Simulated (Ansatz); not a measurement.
The same path of CH₇BFN (11 atoms, charge 0, multiplicity 1) was run twice with different band settings. Lost on the way: B1–F2, N5–H11. Made: F2–H11.

Computed with Ansatz, RKS B3LYP/def2-mTZVP.

Relaxed end points:

```xyz
11
Properties=species:S:1:pos:R:3
B 0.094 -0.255 0.068
F 0.406 0.741 1.012
H 1.022 -0.560 -0.649
H -0.956 -0.071 -0.507
N -0.185 -1.605 0.993
H -0.493 -2.354 0.375
C 0.978 -2.050 1.803
H 1.789 -2.304 1.125
H 1.292 -1.219 2.428
H 0.727 -2.911 2.424
H -0.971 -1.396 1.609
```

```xyz
11
Properties=species:S:1:pos:R:3
B 0.276 -0.688 -0.407
F -1.091 0.107 2.608
H 1.319 -0.123 -0.490
H -0.621 -0.495 -1.164
N 0.080 -1.595 0.641
H -0.767 -2.153 0.650
C 1.103 -2.091 1.570
H 1.446 -3.086 1.282
H 1.953 -1.412 1.554
H 0.716 -2.137 2.588
H -0.710 -0.308 1.849
```

Common settings: climbing image yes; spring 5.0 eV/Å²; optimiser quadratic models (default); start path through a guess of the saddle point; force threshold 0.03 eV/Å; iteration limit 60; end points relaxed.

| run | movable images |
| --- | --- |
| 1 | 7 |
| 2 | 3 |

Q: What does each run give, and how far can it be trusted?

A: Run 1: converged after 13 iterations, highest image 1.638 eV above the first end. A vibrational analysis at the climbing image gives one clearly imaginary mode, 985i cm⁻¹: a first-order saddle point.
Run 2: converged after 22 iterations, highest image 1.638 eV above the first end. Neighbouring images differ by up to 1.5 eV, so the band resolves the path poorly. Another band between the same ends (7 images) ends at a top of the same energy, where a vibrational analysis finds 1 clearly imaginary mode. So few images can step over the top or miss a turn of the path.
The orbitals stay closed-shell, which can raise the energy where a bond breaks towards radicals; this wasn't checked here.
